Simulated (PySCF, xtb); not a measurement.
ammonia borane (BH6N), SMILES [BH3-][NH3+].

GFN2-xTB (xtb) at its own geometry gives an orbital gap of 9.08 eV and a dipole moment of 6.03 D.

The structure is a stationary point at PBE-D3(BJ)/def2-TZVP.

What does PySCF with M06-2X/def2-TZVPD give? (An estimate is asked for; the answer gives what the named calculation found.)

gap 8.73 eV (levels -9.08 and -0.34 eV), dipole 5.28 D.
